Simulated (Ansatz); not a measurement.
`[OH][Hf]([F])([SH])[Cl]` + HBr → `[OH][Hf]([F])([Cl])[Br]` + H₂S at 400 K and 1 bar (ligand exchange at the Hf–S bond).

Program: Ansatz. Geometries: PBE0-D4/def2-TZVP. ΔE: electronic, gas phase. CBS: MP2 limit from def2 TZ/QZ plus the TZ coupled-cluster correction, frozen cores. This one scheme is used for every species. Elements past krypton have def2 core potentials. For Br, Hf outer-core shells are correlated without core-valence functions, which leaves a few kJ/mol of doubt a bond. Scalar relativity is left out up to krypton. Each species was taken in one conformer, which may not be the lowest.

```tsv
species	CCSD(T)/CBS energy (Eh)	H − E (kJ/mol)	S (J/(mol·K))
`[OH][Hf]([F])([SH])[Cl]`	-1081.90201	102.4	441.4
HBr	-2573.91920	27.6	207.2
`[OH][Hf]([F])([Cl])[Br]`	-3256.87550	78.5	432.1
H₂S	-398.97279	53.4	215.9
```

H − E and S are ideal-gas, rigid-rotor, harmonic terms from PBE0-D4/def2-TZVP, for one conformer and one mirror image of each species. 1 Eh = 2625.50 kJ/mol, R = 8.31446 J/(mol·K).

By hand: ΔE, ΔH, ΔS and ΔG.

ΔE = (-3256.87550) + (-398.97279) − (-1081.90201) − (-2573.91920) = -0.02708 Eh = -71.1 kJ/mol. Δ(H − E) = 78.5 + 53.4 − 102.4 − 27.6 = 1.9, so ΔH = -69.2 kJ/mol. ΔS = 432.1 + 215.9 − 441.4 − 207.2 = -0.6 J/(mol·K). ΔG = -69.2 − 400 × (-0.6)/1000 = -69.0 kJ/mol.

By hand: the equilibrium constant, and the temperature at which ΔG would vanish if ΔH and ΔS stayed fixed.

log₁₀ K = −ΔG/(RT ln 10) = 9.0. ΔG = 0 at ΔH/ΔS = 115333 K, far beyond where these terms or the molecules hold.

The number of gas molecules stays the same, so ΔS is small and ΔH decides. A doubt of 5 kJ/mol in ΔE shifts log₁₀ K by 0.7 here. Other conformers and mirror images would add mixing entropy, several J/(mol·K) or more a flexible species. These are equilibria of isolated gas molecules and say nothing of rates. Largest T1 diagnostic: 0.015 (customary marks: 0.02 for closed shells, 0.045 for open ones).
